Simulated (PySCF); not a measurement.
## Cs⁴⁰⁺: ionisation energy

Cs⁴⁰⁺ [Ne] 3s2 3p3 (4S) → Cs⁴¹⁺ [Ne] 3s2 3p2 (3P), as a difference of total energies. Calculation: PySCF 2.14, in an even-tempered Gaussian basis (18 s from 7.7 bohr⁻², ratio 2.5; 12 p from 10 bohr⁻², ratio 2.5; 4 d from 40 bohr⁻², ratio 2.7; 4 f from 60 bohr⁻², ratio 2.7); scalar relativity by spin-free X2C-1e. Correlated levels: outer shells: 1s2 frozen; virtual orbitals above 40 to 60 times the deepest correlated orbital energy dropped. The calculations carry no spin-orbit coupling.

| method | ionisation energy (eV) |
| --- | --- |
| UHF | 2984.9 |
| LDA | 2985.2 |
| PBE | 2985.8 |
| PBE0 | 2985.9 |
| r2SCAN | 2986.8 |
| B3LYP | 2986.2 |
| TPSSh | 2986.0 |
| MP2 (outer shells) | 2985.5 |
| SCS-MP2 (outer shells) | 2985.2 |

Spin-orbit coupling is strong in these open shells (close to jj coupling). The scalar numbers leave it out and a first-order estimate fails, so it can dominate the gap to the real levels.

Breit and QED terms and the two-electron picture change are absent.

For comparison: 2945 ± 4 eV (theoretical estimate listed by NIST; NIST Atomic Spectra Database, ionization energies).
